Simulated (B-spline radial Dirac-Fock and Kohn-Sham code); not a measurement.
## Binding energies of I³⁹⁺

System: I³⁹⁺, configuration [Ne] 3s2 3p2; nuclear rms radius 4.75 fm (A = 127).

Input file task.json (cfg lists n, l and occupation; rrms is the nuclear radius in fm):

```json
{"items": [{
  "Z": 53,
  "q": 39,
  "cfg": [[1, 0, 2], [2, 0, 2], [2, 1, 6], [3, 0, 2], [3, 1, 2]],
  "A": 127,
  "rrms": 4.75,
  "do": ["binding"]
}]}
```

Command: `python xray_run.py task.json out`

Method: ΔSCF Dirac-Fock with Breit, self-energy and vacuum polarisation, finite nucleus, configuration average. Computed with a radial atomic solver. Correlation energy is missing from these numbers. Energies are counted from the vacuum level.

All terms are in eV, carry their sign (relaxation lowers the binding energy) and add up to the binding energy; ⟨r⟩ is the mean radius of the orbital in the initial state.

```csv
subshell,−ε (Koopmans),relaxation,Gaunt,retardation,QED,binding energy,⟨r⟩ (bohr)
K (1s),35754.2,-25.99,-83.42,6.53,-39.25,35612.1,0.027
L1 (2s),7521.9,-4.69,-8.27,0.49,-5.14,7504.3,0.115
L2 (2p1/2),7206.7,-6.61,-14.12,1.47,0.32,7187.8,0.097
L3 (2p3/2),6897.8,-5.88,-10.05,1.80,-0.25,6883.4,0.102
M1 (3s),2942.5,-0.46,-2.02,0.21,-1.34,2938.9,0.281
"M2,3 (3p)",2792.0,-0.49,-2.73,0.53,-0.04,2789.3,0.275
```

For the deepest level, K (1s), the Breit terms make up -0.216 % of the binding energy, QED -0.110 % and orbital relaxation -0.073 %.

Going to the tabulated ground configuration of the next ion removes an electron from M2,3 (3p), computed at 2789.3 eV. NIST lists 2836 ± 4 eV as the ionisation energy of this species (theoretical), +46.70 eV from the computed value. Where a p, d or f shell is open in either ion the computed value averages over both j values and all terms, while the table refers to the lowest levels; that difference holds spin-orbit splitting (largest in heavy or highly charged ions), term energies where several electrons share open shells, and correlation, and it can reach 10 % or more.
